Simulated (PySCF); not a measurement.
## Radial density of Te (tellurium, neutral)

r2SCAN0, [Kr] 4d10 5s2 5p3 5d1, high-spin 5D determinant (an excited configuration). Calculation: PySCF 2.14, in aug-cc-pVDZ-PP with ECP28MDF (5s4p3d, 32 functions); a scalar-relativistic core potential. This is the valence pseudo-density: the core potential removes the inner electrons and smooths the orbitals near the nucleus.

```csv
r (bohr),4πr²ρ (e/bohr),4πr²(ρα − ρβ)
0.00207,1.906e-05,0.0000
0.00348,5.319e-05,0.0000
0.00586,0.0001448,0.0000
0.00986,0.0003692,0.0000
0.0166,0.0008039,0.0000
0.0279,0.001339,0.0000
0.0469,0.001866,0.0000
0.0789,0.003031,0.0000
0.133,0.01989,0.0002
0.223,0.2500,0.0028
0.375,3.972,0.0592
0.632,23.53,0.2939
1.06,15.39,0.0064
1.79,4.028,1.3539
3.01,1.601,1.2397
5.06,0.2732,0.2653
8.50,0.0004396,0.0004
```

Energies and moments cover only the electrons outside the core potential. The outer electron is Rydberg-like, and this basis confines it to a smaller radius and binds it less than a complete one would. At r2SCAN0 the highest occupied level has a positive energy, so only the finite basis holds that electron; for this excited configuration the basis is too tight for the outer shell.
